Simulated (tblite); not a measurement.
Compound: C₇H₈O₂P₂.
Numbering: `[CH3:1][O:2][C:3](=[O:4])[c:5]1[cH:6][cH:7][p:8][c:9]([CH3:10])[p:11]1` (hydrogens: H12, H13, H14 on C1; H15 on C6; H16 on C7; H17, H18, H19 on C10)

Computed geometry: GFN2-xTB, gas phase.

Q: Give the optimised bond lengths and angles.

A: 
| bond | length (pm) |
| --- | --- |
| C1–O2 | 141.6 |
| O2–C3 | 134.8 |
| C3=O4 | 120.6 |
| C3–C5 | 147.1 |
| C5–C6 | 138.9 |
| C6–C7 | 137.4 |
| C7–P8 | 173.8 |
| P8–C9 | 174.3 |
| C9–C10 | 151.0 |
| C9–P11 | 174.4 |
| C5–P11 | 174.7 |
| C1–H12, C1–H13, C1–H14 | 109.1 |
| C6–H15 | 108.5 |
| C7–H16 | 108.4 |
| C10–H17, C10–H18, C10–H19 | 109.0 |

Bonds in one row agree within 1 pm and their mean is given. A selection of angles:
| angle | degrees |
| --- | --- |
| O2–C1–H12 | 110.1 |
| O2–C1–H14 | 106.7 |
| H12–C1–H13 | 108.9 |
| H13–C1–H14 | 110.8 |
| C1–O2–C3 | 117.0 |
| O2–C3–O4 | 123.8 |
| O2–C3–C5 | 109.6 |
| O4–C3–C5 | 126.5 |
| C3–C5–C6 | 117.9 |
| C3–C5–P11 | 113.1 |
| C6–C5–P11 | 129.0 |
| C5–C6–C7 | 126.2 |
| C5–C6–H15 | 115.2 |
| C7–C6–H15 | 118.6 |
| C6–C7–P8 | 128.0 |
| C6–C7–H16 | 117.6 |
| P8–C7–H16 | 114.4 |
| C7–P8–C9 | 103.9 |
| P8–C9–C10 | 115.0 |
| P8–C9–P11 | 130.2 |
| C10–C9–P11 | 114.8 |
| C9–C10–H17 | 110.9 |
| C9–C10–H19 | 110.2 |
| H17–C10–H18 | 109.0 |
| H17–C10–H19 | 107.8 |
| C5–P11–C9 | 102.6 |

Torsions: C1–O2–C3–O4 1° (synperiplanar); O2–C3–C5–C6 -179° (antiperiplanar). The mirror-image conformer, all signs reversed, is as good.

O2 (ester single-bonded oxygen) is bent (angle 117.0°). The C–C distances run from 1.374 Å (C6–C7, aromatic) to 1.510 Å (C9–C10, drawn single), a spread of 0.136 Å. Of the pairs four or more bonds apart, O4···H13 is among the closest relative to their van der Waals radii: 2.43 Å, 90 % of the sum of Bondi's values. P11 (phosphorus bonded to 2 C) is bent (angle 102.6°). The C–O distances run from 1.206 Å (C3=O4, drawn double) to 1.416 Å (C1–O2, drawn single), a spread of 0.210 Å. The 6-membered ring C5–C6–C7–P8–C9–P11 has internal angles of 102.6° to 130.2°; it is planar, 0.00 Å rms from its mean plane, widest ring torsion 1°. The 11 heavy atoms lie in one plane (0.009 Å rms).

GFN2-xTB frequencies show an imaginary mode (30i cm⁻¹), so the point is no minimum at that level. 3 starts were optimised and ended at 0.00, 0.01 and 1.83 kcal/mol (GFN2-xTB); the lowest of these is shown.

Time: 0.86 s. Hardware: an Arm Neoverse V2 with one thread (shared host). These figures are those of the optimisation.
